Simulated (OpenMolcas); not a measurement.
# Sm3+ in Cs2NaYBr6

Sm3+ with its 6 nearest bromide ions at 2.868 Å, on the Y site of Cs2NaYBr6 (a = 11.3047 Å, distance in the model lattice 2.765 Å). The rest of the host is ab initio model potentials to 7.6 Å, with orthogonalisation functions on the cations behind the ligands, and point charges beyond; the distance is set by hand and nothing relaxes. Ligand basis ANO-RCC-VDZP.

```yaml
Program: OpenMolcas
Method: CASSCF
Basis: ANO-RCC-VDZP [7s6p4d2f1g]
Scalar_Hamiltonian: DKH2, point nucleus
Active_space: 5 electrons in 7 orbitals (4f)
State_averaging: 2S+1 = 6 odd, 21 roots; 2S+1 = 4 odd, 128 roots kept (CI in the orbitals of an earlier block, 108 in the spin-orbit step); 2S+1 = 2 odd, 130 roots kept (CI in the orbitals of an earlier block, 41 in the spin-orbit step)
Spin-orbit_coupling: RASSI with atomic mean-field integrals over the reference wave functions
```

The lowest spin-free states (labels of O, the rotations of Oh), above the lowest:

| State | Degeneracy | E (cm-1) | Free-ion L (%) |
| --- | --- | --- | --- |
| 6T1 | 3 | 0.0 | H (100) |
| 6E | 2 | 71.7 | H (100) |
| 6T2 | 3 | 130.9 | H (100) |
| 6T1 | 3 | 311.0 | H (100) |
| 6T2 | 3 | 6775 | F (100) |
| 6A2 | 1 | 6796 | F (100) |
| 6T1 | 3 | 6838 | F (100) |
| 4A1 | 1 | 22169 | I (99) |
| 4T1 | 3 | 22181 | I (95) |
| 4T2 | 3 | 22207 | I (92) |
| 4A2 | 1 | 22339 | I (73) |
| 4T2 | 3 | 22411 | I (93) |
| 4E | 2 | 22432 | I (99) |
| 4A2 | 1 | 22507 | F (42) |
| 4T2 | 3 | 22532 | M (75) |
| 4T1 | 3 | 22533 | M (79) |
| 4A2 | 1 | 22564 | M (62) |
| 4T1 | 3 | 22614 | F (63) |
| 4T2 | 3 | 22616 | F (73) |
| 4E | 2 | 22621 | M (100) |

The lowest levels with spin-orbit coupling:

```
E (cm-1)  Degeneracy  Label  2S+1     J   |mJ| (%)               g
     0.0           2     Γ7     6  2.51   3/2 (83)  0.28 0.28 0.28
    78.6           4     Γ8     6  2.52   1/2 (50)                
    1074           2     Γ6     6  3.51   1/2 (58)  2.03 2.03 2.03
    1136           2     Γ7     6  3.51   5/2 (75)  2.27 2.27 2.27
    1154           4     Γ8     6  3.51   3/2 (37)                
    2353           2     Γ6     6  4.50   1/2 (58)  4.02 4.02 4.02
    2413           4     Γ8     6  4.51   3/2 (49)                
    2433           4     Γ8     6  4.51   5/2 (49)                
    3814           4     Γ8     6  5.50   1/2 (26)                
    3846           2     Γ6     6  5.51   7/2 (73)  4.32 4.32 4.32
    3848           4     Γ8     6  5.51   5/2 (35)                
    3864           2     Γ7     6  5.51   3/2 (46)  4.40 4.40 4.40
    5337           2     Γ6     6  6.51   9/2 (69)  6.31 6.31 6.31
    5341           4     Γ8     6  6.51   7/2 (34)                
    5346           2     Γ7     6  6.50  11/2 (44)  4.20 4.20 4.20
    5400           2     Γ7     6  6.51   3/2 (44)  5.04 5.04 5.04
    5401           4     Γ8     6  6.51   1/2 (41)                
    6862           4     Γ8     6  7.50   9/2 (39)                
    6899           4     Γ8     6  7.50   7/2 (39)                
    7004           2     Γ7     6  7.50  13/2 (40)  7.54 7.54 7.54
```

Powder χT (cm3 K/mol): 0.0108 at 2 K, 0.0247 at 10 K, 0.0928 at 50 K, 0.147 at 100 K, 0.227 at 200 K, 0.306 at 300 K. The effective moment at 300 K is 2.828 √(χT) = 1.57 μB.

Hund's rules give f5 the level 6H5/2 with g = 0.286, so an isolated free-ion multiplet has χT = g² J(J+1) / 8 = 0.089 cm3 K/mol. The computed 0.306 at 300 K differs by +243 %, through the field's splitting, the mixing of terms and any other multiplet in reach.

Stevens parameters of the J = 5/2 multiplet, which is 79 cm-1 wide (cm-1, z along the main axis): B40 = 2.179e-01, B44 = 1.095e+00.

Metal share of the active 4f orbitals (Löwdin): 100, 100, 100, 100, 100, 100, 100 %; Mulliken charge of the metal 1.49.

High states are left out of the spin-orbit mixing, which shifts the levels that they would mix with. Without dynamic correlation the ligand-field splitting of an f shell can come out too small, at times by half. The distance lies 1 % over the 2.832 Å that this model takes as the normal distance (a Shannon-type radius plus a fixed donor radius, weighted with the host); by an R⁻⁵ law this alone changes a d-shell field by about -6 %. The first state left out of the spin-orbit step lies near 38000 cm-1 above the lowest spin-free state of the reference (among the parities and spins computed), and the lists stop at four fifths of that energy or lower. No measured value stands beside these numbers; the geometry was set by hand and not optimised.

The RASSCF and RASSI steps took 3.8 min on 1 thread of Arm Neoverse V1, on a shared host; the integral step is not counted.
